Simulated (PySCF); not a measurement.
This PySCF input asks for the NMR shieldings of `InChI=1S/C5H13ClSi2/c1-5-7-2-3-8(5)4-6/h5,8H,2-4,7H2,1H3/t5-,8-/m1/s1`; the geometry comes from GFN2-xTB.

```python
import basis_set_exchange as bse
import numpy as np
from pyscf import gto, dft
from pyscf.prop import nmr

atoms = """
C     2.205700   -0.603605   -0.080462
C     0.834088   -0.709602    0.584697
Si   -0.337995   -1.953657   -0.278661
C    -2.000946   -1.079863    0.021152
C    -1.803029    0.430531   -0.143825
Si   -0.160455    0.925695    0.684495
C     0.688514    2.328744   -0.298241
Cl   -0.365082    3.765475   -0.245733
H     2.841222    0.111685    0.439053
H     2.112288   -0.283254   -1.115201
H     2.708803   -1.569068   -0.073786
H     0.996621   -1.057581    1.607549
H    -0.040228   -2.042897   -1.713677
H    -0.290539   -3.295021    0.311490
H    -2.334177   -1.284664    1.039847
H    -2.791453   -1.436866   -0.638535
H    -2.657293    0.974394    0.259508
H    -1.765063    0.668519   -1.209029
H    -0.331780    1.405524    2.064636
H     1.639917    2.626080    0.132907
H     0.841966    2.096371   -1.348653
"""
names = dict.fromkeys(["C", "Si", "Cl", "H"], "pcSseg-1")
basis = {el: gto.basis.parse(bse.get_basis(n, elements=[el], fmt="nwchem")) for el, n in names.items()}
mol = gto.M(atom=atoms, basis=basis, charge=0, verbose=0)
mf = dft.RKS(mol, xc="PBE0")
mf.grids.level = 2
mf.grids.alignment = dft.numint.BLKSIZE   # the property module wants whole blocks of grid points
mf.conv_tol = 1e-9
mf.kernel()

calc = nmr.RKS(mf)   # GIAO
C = mf.mo_coeff
Co = C[:, mf.mo_occ > 0]
resp = mf.gen_response(singlet=True, hermi=2)
def vind(x):   # induced exchange potential for any number of trial vectors
    d = np.einsum("pi,xij,qj->xpq", C, 2 * x.reshape(-1, C.shape[1], Co.shape[1]), Co, optimize=True)
    return np.einsum("xpq,pi,qj->xij", resp(d - d.transpose(0, 2, 1)), C, Co, optimize=True).ravel()
mo1, _ = nmr.rhf.solve_mo1(calc, with_cphf=vind)
sigma = calc.kernel(mo1)
for i, s in enumerate(sigma):   # ppm
    print("%2d %-2s %9.2f" % (i, mol.atom_pure_symbol(i), np.trace(s) / 3))
```

**Question.** What does it print?

**Answer.** 
```
 0 C     173.93
 1 C     186.75
 2 Si    367.65
 3 C     178.18
 4 C     175.26
 5 Si    348.60
 6 C     155.67
 7 Cl    947.81
 8 H      30.42
 9 H      30.92
10 H      30.31
11 H      31.19
12 H      27.77
13 H      27.22
14 H      31.13
15 H      30.52
16 H      30.09
17 H      30.93
18 H      27.25
19 H      28.67
20 H      28.81
```

These numbers come from an equivalent density-fitted implementation of the same equations, which agrees with the script to about 0.01 ppm for H and up to a few tenths of a ppm for heavy atoms, so last digits may differ.

**Question.** Turn these shieldings into chemical shifts. Referencing at the same level of theory: TMS for ¹³C (186.93 ppm), ²⁹Si (349.16 ppm), ¹H (31.72 ppm); HCl for ³⁵Cl (949.78 ppm).

**Answer.** Averaging equivalent atoms: C 6: 31.3; C 0: 13.0; C 4: 11.7; C 3: 8.7; C 1: 0.2; Si 5: 0.6; Si 2: -18.5; Cl 7: 2; H 13: 4.50; H 18: 4.46; H 12: 3.95; H 19: 3.05; H 20: 2.91; H 16: 1.62; H 15: 1.20; H 8/9/10: 1.17; H 17: 0.79; H 14: 0.59; H 11: 0.53 ppm. 

Size and cost of the density-fitted run: 222 basis functions, 84 s wall time on 1 thread of an Arm Neoverse N1, shared host; peak memory 1 GiB.
